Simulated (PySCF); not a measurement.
Al(Me)2 (C2H6Al), SMILES [CH3][Al][CH3], multiplicity 2.

Geometry optimised at B3LYP-D3(BJ)/def2-TZVP. The multiplicity is an assumed one; other spin states were not compared. The isomer is the one that the SMILES or the coordinates give; other isomers of the formula were not compared.

Calculation: TDA-ωB97X/def2-SVPD run with PySCF.

Vertical excitations. Isolated molecule, no solvent.

Computed lowest excited states:
| state | energy (eV) | λ (nm) | f | main pairs |
|---|---|---|---|---|
| root 1 | 2.17 | 571 | 0.040 | α HOMO→LUMO 98 % |
| root 2 | 4.00 | 310 | 0.019 | β HOMO→LUMO 95 % |
| root 3 | 4.79 | 259 | 0.000 | α HOMO→LUMO+1 89 % |
| root 4 | 4.96 | 250 | 0.219 | α HOMO→LUMO+2 86 % |
| root 5 | 5.23 | 237 | 0.000 | α HOMO−1→LUMO 20 %, β HOMO→LUMO+1 76 % |
| root 6 | 5.27 | 235 | 0.155 | α HOMO→LUMO+3 83 % |
| root 7 | 5.55 | 223 | 0.000 | α HOMO−1→LUMO 74 %, β HOMO→LUMO+1 21 % |
| root 8 | 6.52 | 190 | 0.037 | α HOMO→LUMO+5 85 % |
| root 9 | 6.57 | 189 | 0.024 | α HOMO→LUMO+4 79 %, β HOMO−1→LUMO 6 % |
| root 10 | 6.74 | 184 | 0.000 | α HOMO→LUMO+6 92 % |
Unrestricted roots are not spin-pure.
